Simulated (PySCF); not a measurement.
SiBr₂F₂, SMILES F[Si](Br)(F)Br.

The structure is a stationary point at PBE0-D3(BJ)/def2-SVP.

Two levels are set side by side: PBE/def2-TZVP (PySCF) and PBE0/def2-TZVP (PySCF). Same geometry, gas phase. Differences are taken from unrounded values.

```json
[
 {"quantity": "orbital gap (eV)", "PBE": "5.98"},
 {"quantity": "highest occupied level (eV)", "PBE": "-7.79"},
 {"quantity": "lowest empty level (eV)", "PBE": "-1.81"},
 {"quantity": "dipole moment (D)", "PBE": "0.97"},
 {"quantity": "mean polarisability (bohr³)", "PBE": "60.6"}
]
```

Question: These are the PBE values. What does PBE0 give? (Estimate from the structure and the level; the computed values follow.)

Answer: 
| quantity | PBE0 | PBE minus PBE0 |
|---|---|---|
| orbital gap (eV) | 8.26 | -2.28 |
| highest occupied level (eV) | -9.12 | 1.33 |
| lowest empty level (eV) | -0.85 | -0.95 |
| dipole moment (D) | 1.04 | -0.07 |
| mean polarisability (bohr³) | 58.3 | 2.3 |

PBE's occupied levels lie high since its potential decays too fast outside the molecule; exact exchange lowers them and widens the gap. PBE's more diffuse valence density responds more strongly to a field. Differences between two approximate levels are no errors against the true value.

Rough cost on one machine, each run with all the roots and properties that it gave: PBE0 against PBE within a factor of 2.
